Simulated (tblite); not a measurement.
Compound: C4H8O2Si.
Geometry (GFN2-xTB, Å), atoms numbered from 1 in this order:
```
atom  x, y, z in Å
C1    -2.4527    0.9552    0.1049
C2    -2.3501   -0.2566   -0.4199
Si3   -0.7521   -1.1789   -0.7708
O4     0.4014   -0.0889   -0.2630
C5     1.6994   -0.3496   -0.3333
C6     2.5440    0.7834    0.1828
O7     2.1262   -1.3854   -0.7668
H8    -1.5773    1.5210    0.3784
H9    -3.4034    1.4347    0.2836
H10   -3.2571   -0.7873   -0.6795
H11   -0.5628   -1.4327   -2.1972
H12   -0.6324   -2.3972    0.0267
H13    2.2682    0.9957    1.2136
H14    2.3486    1.6745   -0.4103
H15    3.5957    0.5201    0.1231
```

Level: GFN2-xTB in tblite, geometry and Hessian alike; calculated harmonic values, unscaled, isolated species. This tight-binding method is rough: wavenumbers can miss measured ones by several per cent, in bad cases by 10 to 20. Modes of hydrogen on silicon can be 10 to 20 % off. One conformer, not necessarily the lowest.

Harmonic wavenumbers (cm⁻¹): 44.1, 74.3, 77.3, 82.0, 114.1, 148.5, 333.7, 377.8, 402.6, 556.2, 585.2, 592.1, 627.7, 667.5, 763.1, 775.1, 779.0, 922.0, 960.6, 1004.6, 1009.2, 1009.6, 1035.8, 1224.1, 1282.6, 1363.5, 1411.2, 1444.7, 1445.3, 1668.1, 1771.4, 2268.7, 2288.6, 3025.7, 3032.4, 3045.0, 3064.0, 3074.4, 3110.8.

A = 4495, B = 1279, C = 1013 MHz; mass 116.029 u (most abundant isotopes); point group Cs, symmetry number 1.

**Question.** What is the zero-point energy?

**Answer.** ½Σν̃ = 23731 cm⁻¹ = 283.89 kJ/mol.

**Question.** Entropy at 298.15 K, 1 bar (ideal gas, RRHO, classical rotation)?

**Answer.** Translation 168.14, rotation 118.84, vibration 124.20: S = 411.2 J/(mol K).

**Question.** And Cp and H(298.15 K) − H(0)?

**Answer.** Cp = 144.83 J/(mol K), of which vibrations give 111.58 (their classical limit is 39 R = 324.3); H(298.15 K) − H(0) = 28.02 kJ/mol without the zero-point energy, 18.10 from vibrations.

**Question.** Blend soft modes into free rotors: weight 1/[1 + (100 cm⁻¹/ν̃)⁴] for the oscillator and the rest for a rotor with moment μB/(μ + B), μ = h/(8π²ν), B = 10⁻⁴⁴ kg m². What vibrational entropy results?

**Answer.** 109.98 J/(mol K) in place of 124.20, which changes −T·S at 298.15 K by +4.24 kJ/mol.

**Question.** What must be added to the electronic energy to get the Gibbs energy at 298.15 K and 1 bar?

**Answer.** ZPE + [H(298.15 K) − H(0)] − T·S = 283.89 + 28.02 − 122.60 = 189.31 kJ/mol.

Hindered rotation and anharmonicity are outside this model. Other conformers, if any are populated, would add a mixing term that is left out.

Time: 1.3 s. Hardware: one thread of an Intel Xeon at 2.50 GHz, no GPU, on a shared host. The figure is for the frequency step alone.
